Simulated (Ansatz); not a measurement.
Two members of one family (Si19H28 nanocrystal and its variants), computed with Ansatz in the gas phase. Binding counts from free atoms in the multiplicity of their measured ground term, without zero-point energy. Sets without diffuse functions give affinities that are too small. A dash marks a value that wasn't run or was left out as unsound. The structures are stationary points that may keep the symmetry of their start. Remarks come from the PBE and PBE0 runs and from stability tests at other levels; not every state was tested. A HOMO above zero means that the electron is unbound at that level and held by the basis, or that self-interaction error raises the level; the energy of removing that electron tells which. HOMO above LUMO (over both spins in singlets and doublets, within one spin in higher multiplets; at PBE or PBE0), or a gap under 0.15 eV within one spin, warns that the state may not be the lowest or that an electron is smeared out.

First: Si19H28 (singlet, charge 0, PBE-D4/def2-SVP geometry).

```xyz
47

Si    0.8169    3.0806    2.4941
Si   -2.0658    3.4782    0.1090
Si    3.6192    0.5118    1.7361
Si    0.6261    0.8631   -0.6114
Si    3.4570   -1.5835   -1.3848
Si    0.9441   -2.3156    1.5046
Si    0.4875   -1.1729   -3.8424
Si   -1.8356    0.2334    2.2577
Si   -2.0015   -1.9073   -0.9332
Si   -2.2309    1.3211   -3.1066
Si    2.5485    1.7736    3.4117
Si   -0.6381    1.8798    1.0854
Si   -3.4694    2.6048   -1.5694
Si   -0.3931   -1.3746    3.2022
Si    2.1366   -0.6647    0.3346
Si   -0.8036   -0.2581   -2.0988
Si    2.2099   -2.6015   -3.1045
Si   -0.5567   -3.4611    0.0934
Si   -3.2649   -0.9775    0.8263
H     0.0299    3.7488    3.5939
H     1.4533    4.1636    1.6559
H    -1.1877    4.5286   -0.5269
H    -2.8904    4.1490    1.1799
H     4.3917    1.4700    0.8623
H     4.6057   -0.4466    2.3569
H     1.3958    1.9247   -1.3644
H     4.2430   -0.4498   -1.9961
H     4.4414   -2.5687   -0.8038
H     1.9233   -3.2947    2.1107
H     1.1305   -0.0183   -4.5730
H    -0.4080   -1.8971   -4.8165
H    -2.6453    0.8959    3.3471
H    -2.9197   -2.6238   -1.8976
H    -1.3589    2.2667   -3.8987
H    -3.1593    0.6282   -4.0737
H     3.5614    2.6856    4.0634
H     1.9990    0.8615    4.4742
H    -4.1296    3.7485   -2.3025
H    -4.5538    1.7652   -0.9503
H     0.4488   -0.7797    4.3009
H    -1.2388   -2.4740    3.8021
H     1.6297   -3.9030   -2.6212
H     3.1279   -2.9054   -4.2640
H     0.1743   -4.2921   -0.9291
H    -1.3896   -4.3909    0.9444
H    -4.3830   -0.1118    0.3043
H    -3.8778   -2.1098    1.6179
```

| level | HOMO (eV) | LUMO (eV) | gap (eV) | vertical EA (eV) | vertical triplet (eV) | binding per atom (eV) |
| --- | --- | --- | --- | --- | --- | --- |
| PBE-D4/def2-SVP | -6.22 | -2.03 | 4.19 | – | – | 3.24 |
| PBE-D4/def2-TZVP | -6.21 | -2.16 | 4.05 | 0.85 | 3.97 | 3.23 |
| r2SCAN-D4/def2-TZVP | -6.42 | -2.06 | 4.37 | – | – | 3.25 |
| PBE0-D4/def2-SVP | -7.20 | -1.39 | 5.80 | – | – | 3.23 |
| PBE0-D4/def2-TZVP | -7.14 | -1.47 | 5.67 | 0.60 | 4.58 | 3.24 |

Remarks: HOMO above zero (-1 doublet), gap within one spin near zero at PBE or PBE0 (-1 doublet), gap within one spin near zero at PBE or PBE0 (triplet).

Second: Si19OH26, double-bonded O in place of two caps (singlet, charge 0, PBE-D4/def2-SVP geometry).

```
atom   x (Å)   y (Å)   z (Å)
 Si1   0.520  -0.710   3.891
 Si2   0.348  -3.684   1.556
 Si3  -1.069   2.663   2.799
 Si4  -1.101  -0.337   0.452
 Si5  -2.787   2.964  -0.517
 Si6   1.112   2.652  -0.447
 Si7  -2.897  -0.114  -2.852
 Si8   2.696  -0.681   0.661
 Si9   0.986  -0.412  -2.767
Si10  -1.471  -3.389  -1.873
Si11   0.519   1.627   4.198
Si12   0.662  -1.350   1.629
Si13   0.137  -4.572  -0.620
Si14   2.955   1.663   0.642
Si15  -0.915   2.003   0.542
Si16  -1.037  -1.081  -1.780
Si17  -3.126   2.248  -2.743
Si18   1.219   1.931  -2.687
Si19   2.830  -1.311  -1.606
 O20  -3.987  -1.051  -3.472
 H21   1.651  -1.336   4.669
 H22  -0.778  -1.255   4.433
 H23  -0.930  -3.972   2.306
 H24   1.480  -4.361   2.290
 H25  -2.445   2.270   3.280
 H26  -0.954   4.164   2.895
 H27  -2.418  -0.754   1.063
 H28  -4.006   2.546   0.270
 H29  -2.693   4.470  -0.469
 H30   1.230   4.157  -0.390
 H31   3.835  -1.309   1.429
 H32   0.998  -0.879  -4.203
 H33  -2.829  -3.619  -1.263
 H34  -1.477  -3.850  -3.306
 H35   0.181   1.940   5.637
 H36   1.890   2.183   3.914
 H37  -0.265  -6.025  -0.508
 H38   1.472  -4.515  -1.318
 H39   3.131   2.218   2.031
 H40   4.198   1.987  -0.154
 H41  -2.085   2.864  -3.643
 H42  -4.498   2.635  -3.233
 H43   0.164   2.603  -3.527
 H44   2.572   2.297  -3.250
 H45   2.895  -2.807  -1.771
 H46   4.089  -0.714  -2.191
```

Q: Estimate the same table for the second.

A: 
```tsv
level	HOMO (eV)	LUMO (eV)	gap (eV)	vertical EA (eV)	vertical triplet (eV)	binding per atom (eV)
PBE-D4/def2-SVP	-5.68	-3.25	2.43	–	–	3.30
PBE-D4/def2-TZVP	-5.76	-3.42	2.34	1.79	2.16	3.30
r2SCAN-D4/def2-TZVP	-5.99	-3.38	2.61	–	–	3.31
PBE0-D4/def2-SVP	-6.83	-2.57	4.25	–	–	3.28
PBE0-D4/def2-TZVP	-6.85	-2.71	4.13	1.75	2.28	3.29
```
